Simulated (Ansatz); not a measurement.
Basis-set extrapolation for C₅H₁₀O₃, SMILES `OCC1OCCCO1` (PBE0-D4/def2-TZVP geometry, frozen core, the Gaussian-basis code of Ansatz). Multiplicity 1, RHF reference.

```json
{"": "HF", "def2-TZVPP": "-419.894443", "def2-QZVPP": "-419.913627"}
{"": "MP2 correlation", "def2-TZVPP": "-1.554018", "def2-QZVPP": "-1.665192"}
{"": "CCSD(T) correlation", "def2-TZVPP": "-1.665900", "def2-QZVPP": "not run"}
```

Energies in hartree. Use E(X) = E(∞) + A·exp(−7.88·√X) for Hartree–Fock and E(X) = E(∞) + B·X^(−2.97) for correlation, with X = 3 and 4, and add CCSD(T) minus MP2 of the smaller set to the MP2 limit.

Problem. What is the CCSD(T) energy at the basis-set limit?

Solution. HF limit: -419.913627 + (-0.019184) × 0.13774 = -419.91627. MP2 limit: -1.665192 + (-0.111174) × 0.74074 = -1.74754. Higher-order term: -1.665900 − (-1.554018) = -0.11188. Total: -421.77569 hartree, 135.1 kcal/mol below CCSD(T)/def2-TZVPP.
